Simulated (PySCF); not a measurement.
## Orbital picture of CaBi⁺

PBE0 at R = 3.051 Å; PySCF, scalar-relativistic core potentials, basis sets Ca def2-SVP, Bi def2-SVP with ECP60. State: ³Σ⁻ (triplet), unpaired electrons π ↑↑. Only the outer orbitals are listed, counted within each symmetry, core potentials removing the inner ones.

```json
{"spin": "α", "orbital": "9σ", "occ.": "1", "ε (eV)": "-20.17", "on Ca (%)": "4", "main shells (%)": "96 Bi s"}
{"spin": "α", "orbital": "10σ", "occ.": "1", "ε (eV)": "-10.40", "on Ca (%)": "37", "main shells (%)": "61 Bi p, 27 Ca s"}
{"spin": "α", "orbital": "5π", "occ.": "1", "ε (eV)": "-9.92", "on Ca (%)": "12", "main shells (%)": "88 Bi p, 8 Ca d"}
{"spin": "α", "orbital": "5π", "occ.": "1", "ε (eV)": "-9.92", "on Ca (%)": "12", "main shells (%)": "88 Bi p, 8 Ca d"}
{"spin": "α", "orbital": "11σ", "occ.": "0", "ε (eV)": "-6.87", "on Ca (%)": "90", "main shells (%)": "69 Ca s, 11 Bi p, 10 Ca d"}
{"spin": "α", "orbital": "2δ", "occ.": "0", "ε (eV)": "-5.66", "on Ca (%)": "100", "main shells (%)": "100 Ca d"}
{"spin": "α", "orbital": "2δ", "occ.": "0", "ε (eV)": "-5.66", "on Ca (%)": "100", "main shells (%)": "100 Ca d"}
{"spin": "β", "orbital": "9σ", "occ.": "1", "ε (eV)": "-18.56", "on Ca (%)": "5", "main shells (%)": "94 Bi s"}
{"spin": "β", "orbital": "10σ", "occ.": "1", "ε (eV)": "-9.74", "on Ca (%)": "50", "main shells (%)": "48 Bi p, 41 Ca s"}
{"spin": "β", "orbital": "5π", "occ.": "0", "ε (eV)": "-6.89", "on Ca (%)": "32", "main shells (%)": "67 Bi p, 26 Ca d"}
{"spin": "β", "orbital": "5π", "occ.": "0", "ε (eV)": "-6.89", "on Ca (%)": "32", "main shells (%)": "67 Bi p, 26 Ca d"}
{"spin": "β", "orbital": "11σ", "occ.": "0", "ε (eV)": "-6.82", "on Ca (%)": "82", "main shells (%)": "55 Ca s, 18 Bi p, 15 Ca p"}
```

Which are the highest filled and the lowest empty level, where do they sit, and how wide is the gap?

Highest filled β 10σ at -9.74 eV (in %: 48 Bi p, 41 Ca s); lowest empty β 5π at -6.89 eV (in %: 67 Bi p, 26 Ca d); the gap at PBE0 is 2.85 eV.

* bond order (Mayer): 1.44
* ⟨S²⟩: 2.025
* charge on Ca (Mulliken, basis-dependent): 0.81
* charge on Ca (Löwdin, basis-dependent): 0.78
* dipole moment (positive dipole points towards Bi; it is taken about the centre of mass and depends on that origin): -13.15 D
* polarisability along the bond: 176.6 bohr³
* polarisability across the bond: 60.6 bohr³

These are scalar-relativistic numbers at best; spin–orbit coupling would shift them, the dissociation energy most. The state is the lowest determinant that a PBE0 search found; another state may lie lower at other levels.
